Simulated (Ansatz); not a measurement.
C$_{2}$H$_{6}$OSi (`CC[Si]O`). The species carries charge 0 and has multiplicity 1.

| atom | x (Å) | y (Å) | z (Å) |
| --- | --- | --- | --- |
| C1 | 0.139 | 0.894 | 0.422 |
| C2 | -0.668 | 0.119 | -0.609 |
| Si3 | -0.330 | -1.748 | -0.863 |
| O4 | 0.891 | -2.034 | 0.216 |
| H5 | 1.210 | 0.872 | 0.196 |
| H6 | -0.148 | 1.948 | 0.468 |
| H7 | 0.004 | 0.488 | 1.429 |
| H8 | -1.746 | 0.193 | -0.401 |
| H9 | -0.565 | 0.569 | -1.608 |
| H10 | 1.213 | -1.301 | 0.751 |

(1) Give the diagnostics of a CCSD(T)/def2-TZVPP run (frozen core, the Gaussian-basis code of Ansatz). (An estimate is asked.)

Answers

(1) Computed: T1 = 0.0132, largest single amplitude 0.035, largest double 0.079, (T) share of the correlation energy 3.8 %, 10 CCSD cycles. The RHF solution is unstable towards an unrestricted one. T1 lies under the customary mark of 0.02 for closed shells.
